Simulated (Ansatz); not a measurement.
GeH2S (SMILES [SH][GeH]): the vertical ionisation energy, rung by rung

GeH2S has 4 atoms, charge 0, and is taken as a singlet. SMILES: `[SH][GeH]`. The shape is that of a PBE0-D4/def2-TZVP optimisation.

Quantity: the vertical ionisation energy (to the doublet cation), in eV. The values are calculated.

```csv
level,kind,program,value (eV),less FCI/STO-3G,CPU time (all runs)
HF/STO-3G,Hartree–Fock,Ansatz,5.77,+0.34,1 s
revPBE/STO-3G,GGA,Ansatz,6.42,+0.99,5.9 s
r2SCAN/STO-3G,meta-GGA,Ansatz,6.56,+1.13,13 s
r2SCAN0/STO-3G,hybrid meta-GGA,Ansatz,6.67,+1.24,12 s
wB97M-V/STO-3G,range-separated hybrid,Ansatz,6.75,+1.32,74 s
B2PLYP/STO-3G,double hybrid,Ansatz,6.35,+0.92,6.5 s
RPA@PBE/STO-3G,RPA,Ansatz,5.51,+0.08,12 s
CCSDT(Q)/STO-3G,coupled cluster or CI,Ansatz,5.43,0.00,4.6 s
CCSDT/STO-3G,coupled cluster or CI,Ansatz,5.42,-0.01,3.7 s
FCI/STO-3G,exact in the basis,Ansatz,5.43,0.00,55 s
```

FCI/STO-3G is exact within its basis and frozen core, so for wave-function methods in that basis the difference is their error; functionals converge differently with the basis, so for them it is only a difference. All-electron rows without a relativistic Hamiltonian named are non-relativistic. The values span 5.42 to 6.75 eV. All rows use very small basis sets, so even the best lies far from the true value. In the correlated wave-function rows the outer d shell of Ge is correlated, in sets not made for it. CPU times are rough (shared hosts, several kinds of processor): they show what a rung costs within a factor of a few.
